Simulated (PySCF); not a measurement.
F₃Ga, SMILES `[F][Ga]([F])[F]`, neutral singlet in the gas phase. 

Cartesian coordinates (Å):
```xyz
4

F     -0.8810    -1.4931    -0.0130
Ga     0.0001     0.0000     0.0003
F      1.7338    -0.0163    -0.0039
F     -0.8529     1.5094     0.0165
```
Charge 0, multiplicity 1.

All levels are single points at this geometry (B3LYP-D3(BJ)/def2-TZVP); Pople sets use spherical d functions. Orbital energies aren't observables, and empty levels follow the basis.

```tsv
level	HOMO (eV)	LUMO (eV)	gap (eV)	dipole (D)	vertical IE, Delta-SCF (eV)
B3LYP-D3(BJ)/def2-TZVP in PySCF	-11.46	-2.88	8.58	0.00	–
PBE-D3(BJ)/def2-TZVP in PySCF	-9.65	-3.46	6.19	0.00	–
B3LYP/3-21G in PySCF	-10.00	-2.22	7.78	0.00	–
B3LYP/LANL2DZ in PySCF	-11.36	-2.96	8.40	0.00	–
M06-2X/6-31G* in PySCF	-13.45	-1.56	11.89	0.00	–
HF/3-21G in PySCF	-15.85	1.48	17.33	0.00	–
```
